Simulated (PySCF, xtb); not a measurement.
Sn(I)(Me) (CH₃ISn), SMILES [CH3][Sn][I] (connectivity only; charge and spin as stated), neutral, multiplicity 1.

GFN2-xTB run with xtb at its own geometry gives an orbital gap of 3.06 eV and a dipole moment of 8.00 D.

Coordinates come from a B3LYP-D3(BJ)/def2-SVP optimisation. The def2 effective core potentials stand for the cores of I, Sn; spin–orbit coupling is left out.

Problem. What does PBE/def2-TZVPD in PySCF give? (Estimate from the structure and the level; the computed values follow.)

Solution. gap 1.99 eV (levels -5.61 and -3.62 eV), dipole 2.72 D.
